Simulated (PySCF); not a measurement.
Predicted microwave data (PBE0-D3(BJ)/def2-SVP geometry optimisation, gas phase (PySCF 2.14.0)) for one isomer of C6H16BNO:

* Rotational constants: A = 3713, B = 781.3, C = 690.0 MHz
* Dipole components: |μa| = 5.13 D, |μb| = 1.81 D, |μc| = 1.15 D
* Inertial defect: -50.58 u·Å²
* κ: -0.94

Question: Which candidate fits, each taken in the one conformer that was computed?
A. `[CH3:1][O:2][C@@H:3]1[CH2:4][CH2:5][C@@H:6]([BH2-:7][NH3+:8])[CH2:9]1` with C1–O2–C3–C4 -76°, C5–C6–B7–N8 -179°, O2–C3–C4–C5 -107°, C3–C4–C5–C6 18°, C4–C5–C6–B7 -163°, C5–C6–C9–C3 44°
B. `[CH3:1][O:2][C@@H:3]1[CH2:4][CH2:5][C@H:6]([BH2-:7][NH3+:8])[CH2:9]1` with C1–O2–C3–C4 -173°, C5–C6–B7–N8 60°, O2–C3–C4–C5 -116°, C3–C4–C5–C6 -30°, C4–C5–C6–B7 164°, C5–C6–C9–C3 -37°
C. `[CH3:1][O:2][CH2:3][N@@+:4]1([CH3:5])[BH2-:6][CH2:7][CH2:8][CH2:9]1` with C1–O2–C3–N4 -179°, O2–C3–N4–C5 66°, C3–N4–B6–C7 91°, N4–B6–C7–C8 4°, B6–C7–C8–C9 21°, C7–C8–C9–N4 -40°
D. `[CH3:1][O:2][CH2:3][NH2+:4][BH2-:5][CH:6]1[CH2:7][CH2:8][CH2:9]1` with C1–O2–C3–N4 178°, O2–C3–N4–B5 -179°, C3–N4–B5–C6 176°, N4–B5–C6–C7 -168°, B5–C6–C7–C8 99°, C6–C7–C8–C9 18°, C7–C8–C9–C6 -18°, B5–C6–C9–C8 -96°

Answer: B. It is CO[C@@H]1CC[C@H]([BH2-][NH3+])C1, a near-prolate asymmetric top, point group C1. The candidates at the same level (rigid rotor, commonest isotopes):

| SMILES | A (MHz) | B (MHz) | C (MHz) | μa (D) | μb (D) | μc (D) | Δ (u·Å²) | point group | rotor |
| --- | --- | --- | --- | --- | --- | --- | --- | --- | --- |
| COC[NH2+][BH2-]C1CCC1 | 5205 | 537.3 | 521.3 | 5.00 | 1.48 | 0.74 | -68.23 | C1 | near-prolate asymmetric top |
| COC[N@@+]1(C)[BH2-]CCC1 | 2502 | 1156 | 1011 | 4.00 | 0.57 | 1.82 | -138.99 | C1 | asymmetric top |
| CO[C@@H]1CC[C@H]([BH2-][NH3+])C1 | 3713 | 781.3 | 690.0 | 5.13 | 1.81 | 1.15 | -50.58 | C1 | near-prolate asymmetric top |
| CO[C@@H]1CC[C@@H]([BH2-][NH3+])C1 | 2903 | 891.9 | 756.6 | 1.56 | 4.10 | 0.16 | -72.82 | C1 | asymmetric top |

`COC[NH2+][BH2-]C1CCC1` has A 40 % too high; `COC[N@@+]1(C)[BH2-]CCC1` has B 48 % too high; `CO[C@@H]1CC[C@@H]([BH2-][NH3+])C1` has A 22 % too low. No structure here is proved a minimum.
